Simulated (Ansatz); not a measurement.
System: SiBr2, charge 1, multiplicity 2. SMILES of the parent species: Br[Si]Br

Atoms: Si1, Br2, Br3. Bonds: Si1-Br2, Si1-Br3.

Bond lengths (Å) and angles (degrees) optimised at HF/STO-3G with Ansatz (a program for electronic structure); HF/3-21G with Ansatz; HF/6-31G* with LANL2DZ past Ar with Ansatz; PBE/6-31G* with LANL2DZ past Ar with Ansatz; B3LYP/LANL2DZ with Ansatz; MP2/6-31G* with LANL2DZ past Ar with Ansatz, each started from the B3LYP-D3(BJ)/def2-TZVP structure (Ansatz) of the last column. A row stands for all coordinates that are equal there. 6-31G* holds six Cartesian d functions. No wavenumbers were computed at HF/STO-3G, PBE/6-31G* with LANL2DZ past Ar, B3LYP/LANL2DZ, MP2/6-31G* with LANL2DZ past Ar, so these may be saddle points.

| coordinate | HF/STO-3G | HF/3-21G | HF/6-31G* with LANL2DZ past Ar | PBE/6-31G* with LANL2DZ past Ar | B3LYP/LANL2DZ | MP2/6-31G* with LANL2DZ past Ar | B3LYP-D3(BJ)/def2-TZVP |
|---|---|---|---|---|---|---|---|
| Si1-Br2 | 2.156 | 2.259 | 2.155 | 2.199 | 2.286 | 2.156 | 2.146 |
| Br2-Si1-Br3 | 119.0 | 123.5 | 122.2 | 122.6 | 122.4 | 123.7 | 122.8 |

Mean signed difference of all 2 bond lengths from B3LYP-D3(BJ)/def2-TZVP: HF/STO-3G 0.011 Å, HF/3-21G 0.113 Å, HF/6-31G* with LANL2DZ past Ar 0.009 Å, PBE/6-31G* with LANL2DZ past Ar 0.053 Å, B3LYP/LANL2DZ 0.140 Å, MP2/6-31G* with LANL2DZ past Ar 0.010 Å.
